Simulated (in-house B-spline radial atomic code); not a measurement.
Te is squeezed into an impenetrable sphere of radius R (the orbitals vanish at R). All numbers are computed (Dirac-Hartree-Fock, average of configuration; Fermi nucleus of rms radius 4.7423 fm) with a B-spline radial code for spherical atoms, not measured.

Energies in eV above the free atom in [Kr] 4d10 5s2 5p4:

```json
{"R (bohr)": "7.37", "highest level (eV)": "-9.06", "[Kr] 4d10 5s2 5p4": "0.1401", "[Kr] 4d9 4f1 5s2 5p4": "54.27", "[Kr] 4d10 5s1 5p5": "10.78"}
{"R (bohr)": "6.37", "highest level (eV)": "-8.74", "[Kr] 4d10 5s2 5p4": "0.5522", "[Kr] 4d9 4f1 5s2 5p4": "56.75", "[Kr] 4d10 5s1 5p5": "11.27"}
{"R (bohr)": "5.31", "highest level (eV)": "-7.68", "[Kr] 4d10 5s2 5p4": "2.379", "[Kr] 4d9 4f1 5s2 5p4": "61.22", "[Kr] 4d10 5s1 5p5": "13.37"}
{"R (bohr)": "4.46", "highest level (eV)": "-5.31", "[Kr] 4d10 5s2 5p4": "7.889", "[Kr] 4d9 4f1 5s2 5p4": "69.07", "[Kr] 4d10 5s1 5p5": "19.58"}
{"R (bohr)": "3.72", "highest level (eV)": "-0.156", "[Kr] 4d10 5s2 5p4": "23.38", "[Kr] 4d9 4f1 5s2 5p4": "87.02", "[Kr] 4d10 5s1 5p5": "36.55"}
{"R (bohr)": "3.04", "highest level (eV)": "11.8", "[Kr] 4d10 5s2 5p4": "68.1", "[Kr] 4d9 4f1 5s2 5p4": "135.2", "[Kr] 4d10 5s1 5p5": "84.33"}
{"R (bohr)": "2.62", "highest level (eV)": "28.4", "[Kr] 4d10 5s2 5p4": "140.8", "[Kr] 4d9 4f1 5s2 5p4": "211.4", "[Kr] 4d10 5s1 5p5": "160.7"}
{"R (bohr)": "2.22", "highest level (eV)": "61.5", "[Kr] 4d10 5s2 5p4": "305.4", "[Kr] 4d9 4f1 5s2 5p4": "381", "[Kr] 4d10 5s1 5p5": "331.2"}
{"R (bohr)": "1.65", "highest level (eV)": "201", "[Kr] 4d10 5s2 5p4": "1144", "[Kr] 4d9 4f1 5s2 5p4": "1232", "[Kr] 4d10 5s1 5p5": "1185"}
{"R (bohr)": "1.5", "highest level (eV)": "283", "[Kr] 4d10 5s2 5p4": "1715", "[Kr] 4d9 4f1 5s2 5p4": "1807", "[Kr] 4d10 5s1 5p5": "1762"}
```

Question: Does [Kr] 4d9 4f1 5s2 5p4 fall below [Kr] 4d10 5s2 5p4 under compression?

Answer: No, it stays above over the whole range.

Question: Does [Kr] 4d10 5s1 5p5 fall below [Kr] 4d10 5s2 5p4 under compression?

Answer: No, it stays above over the whole range.

The highest level is first positive in the row R = 3.04 bohr, pushed up by confinement above the zero of the free ion's potential. Each configuration is held fixed and needn't be the lowest in the sphere.
